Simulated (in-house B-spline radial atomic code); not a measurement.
Configurations of the cadmium ion Cd²⁺, with energies counted from [Kr] 4d10. Method: scalar-relativistic (X2C) Hartree-Fock, spin-polarised, averaged over the determinants with the given up and down occupations, Fermi nucleus of rms radius 4.6087 fm. Calculated with a radial B-spline atomic code at the basis-set limit. Shells without spins written out take the highest spin.

Occupations are held fixed; configurations that lie above the ionisation limit could autoionise.

```tsv
configuration	E - E(ref) (eV)	highest orbital	its <r> (bohr)
[Kr] 4d(5 up, 4 down) 5s(1 up, 0 down)	9.935	5s up	2.466
[Ar] 3d10 4s2 4p5 4d10 5s1	73.913	5s up	2.455
[Ar] 3d10 4s2 4p(3 up, 2 down) 4d10 4f(0 up, 1 down)	92.346	4f down	5.709
[Ar] 3d10 4s2 4p5 4d10 5f1	95.131	5f up	10.02
[Ar] 3d9 4s2 4p6 4d10 5p1	414.88	5p up	2.972
[Ar] 3d(4 up, 5 down) 4s2 4p6 4d10 5f(0 up, 1 down)	429.3	5f down	10.07
```

Q: Order these further configurations by energy, lowest first.
A. [Ar] 3d10 4s2 4p5 4d10 5p1
B. [Ar] 3d10 4s2 4p5 4d10 5d1
C. [Kr] 4d9 4f1
D. [Kr] 4d9 5p1
E. [Kr] 4d(4 up, 5 down) 5f(1 up, 0 down)

A: D (16.758 eV), C (28.267 eV), E (31.07 eV), A (80.774 eV), B (88.448 eV).

Q: How far above the reference does [Ar] 3d9 4s2 4p6 4d10 5s1 lie?

A: 408.06 eV; its least bound orbital is 5s up with <r> = 2.451 bohr.
